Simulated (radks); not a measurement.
Values are calculated unless marked as measured or tabulated.
Ionisation of Kr, [Kr], to Kr+, [Ar] 3d10 4s2 4p5, under several functionals. Non-relativistic Kohn-Sham, spin-polarised, spherical densities, point nucleus; open shells are filled with parallel spins first; a radial shooting solver on a logarithmic mesh with Libxc functionals. Known Delta-SCF values: OLYP 14.023 eV. What does XLYP give, and what is its highest occupied eigenvalue?

Answer. 13.974 eV by Delta-SCF; the 4p eigenvalue is -9.155 eV. NIST: 14.000 eV (measured).
